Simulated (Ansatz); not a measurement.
A run of Ansatz (development build ahead of 0.2.0) on singlet CuNH₃(+) at this shape:

```yaml
atoms:
  - { symbol: N, position_ang: [0.0000, 0.0000, -1.3028] }
  - { symbol: H, position_ang: [0.8693, 0.0000, -1.6671] }
  - { symbol: H, position_ang: [-0.4347, 0.7529, -1.6671] }
  - { symbol: H, position_ang: [-0.4347, -0.7529, -1.6671] }
  - { symbol: Cu, position_ang: [0.0000, 0.0000, 0.4869] }
```

Its results:

```json
{"Converged": "yes", "Reference energy": "-1694.94336 hartree", "Correlation energy": "-0.89194 hartree", "Total energy": "-1695.83529 hartree", "Spin squared of the determinant": "0.000"}
```

(1) Which input gives this output? Name the method, the orbitals and the basis set, and write the input.

Answers

(1) RHF-MP2 in def2-TZVP. An unrestricted run that stays on the closed shell gives the same numbers.

```yaml
crystal:
  periodic: [false, false, false]
  atoms:
    - { symbol: "N", position_ang: [0.0, 0.0, -1.30279] }
    - { symbol: H, position_ang: [0.86934, 0.0, -1.66708] }
    - { symbol: H, position_ang: [-0.43467, 0.75287, -1.66708] }
    - { symbol: H, position_ang: [-0.43467, -0.75287, -1.66708] }
    - { symbol: Cu, position_ang: [0.0, 0.0, 0.48692] }
basis:
  gaussian: { orbitals: def2-TZVP }
total_charge: 1
hamiltonian:
  xc: hf
correlation:
  method: mp2
  frozen_orbitals: { Cu: 5, H: 0, "N": 1 }
```
